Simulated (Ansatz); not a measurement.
Computed with Ansatz on PBE0-D4/def2-TZVP structures; ΔE is electronic, products minus reactants. CCSD(T)/CBS is the MP2 limit (def2-TZVPP, def2-QZVPP) plus CCSD(T) − MP2 in def2-TZVPP, frozen cores. DFT in def2-TZVPP. One conformer a species, not always the lowest.

`[SiH3]CS[SiH3]` + `BCS` → `BCSC[SiH3]` + `[SiH3]S`  (substitution at a C–S bond)

`[SiH3]CS[SiH3]`:

Cartesian coordinates in Å:
```
Si 1.624 -0.691 -0.665
C 0.889 0.564 0.528
S -0.445 -0.192 1.525
Si -2.124 0.193 0.278
H 0.571 -1.185 -1.588
H 2.179 -1.829 0.110
H 2.714 -0.064 -1.464
H 0.523 1.459 0.018
H 1.646 0.897 1.241
H -3.300 -0.317 1.025
H -2.254 1.654 0.031
H -2.023 -0.489 -1.039
```

`BCS`:

Cartesian coordinates in Å:
```
B -0.729 0.743 0.078
C 0.245 -0.397 0.463
S 1.149 -1.268 -0.842
H -0.772 1.204 -1.026
H -1.429 1.205 0.933
H -0.275 -1.140 1.078
H 0.960 0.076 1.157
H 0.850 -0.423 -1.841
```

`BCSC[SiH3]`:

```xyz
14

B    -2.570   -0.704    0.903
C    -1.042   -0.661    0.634
S    -0.284    0.938    0.934
C     1.423    0.619    0.419
Si    1.588    0.639   -1.453
H    -3.213    0.284    1.100
H    -3.118   -1.768    0.876
H    -0.941   -0.950   -0.427
H    -0.530   -1.453    1.195
H     1.781   -0.310    0.872
H     2.023    1.429    0.844
H     0.615   -0.303   -2.067
H     1.313    2.010   -1.952
H     2.957    0.230   -1.877
```

`[SiH3]S`:

Z-matrix (Å, degrees):
```
Si
S 1 2.137
H 1 1.485 2 111.6
H 1 1.485 2 111.6 3 -122.0
H 1 1.482 2 104.8 3 119.0
H 2 1.344 1 94.7 3 60.9
```

| level | ΔE (kJ/mol) |
| --- | --- |
| ωB97M-V | -14.4 |
| B2PLYP | -14.8 |
| r2SCAN | -15.2 |
| HF/def2-TZVPP | -15.3 |
| SCS-MP2/def2-TZVPP | -15.1 |
| CCSD/def2-TZVPP | -15.0 |
| SCS-MP2/def2-QZVPP | -14.9 |
| MP2/CBS(def2) | -15.5 |

Question: What does CCSD(T)/CBS give? (Best estimate.)

Answer: Computed: -14.6 kJ/mol. The listed levels differ from it by 0.2, -0.2, -0.6, -0.7, -0.5, -0.4, -0.3, -0.9 kJ/mol.

Largest T1 diagnostic among the species: 0.011.

CCSD(T)/CBS has its own doubt, a few kJ/mol and more with outer-core shells, so smaller differences from it don't rank the levels.
